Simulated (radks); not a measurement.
Results of a calculation; reference values are marked as such.
These are the eigenvalues of the occupied orbitals of an atom or ion with whole-number occupations (hartree). Level of theory: scalar-relativistic Kohn-Sham, PBE, spin-polarised, spherical densities, finite nucleus; Fermi nuclear charge, rms radius of each element as measured or else 0.836 A^(1/3) + 0.57 fm (a radial shooting solver on a logarithmic mesh with Libxc functionals).

1s up: -22.38170
2s up: -1.68449
2s down: -1.49157
2p up: -1.14048
2p down: -0.93924

Which element is it, and in what charge state? The configuration may be excited.

Answer. Z = 8, oxygen, charge +1: O+ in 1s(up 1, down 0) 2s2 2p4. The list shows which subshells hold electrons but not how many an open one holds; the 1s level, -22.382 hartree, gives Z - s = 6.7 by -(Z - s)^2/2, which with screening and relativity narrows Z to a few neighbours, and the depths of the outer levels then fix element, charge and occupations together.
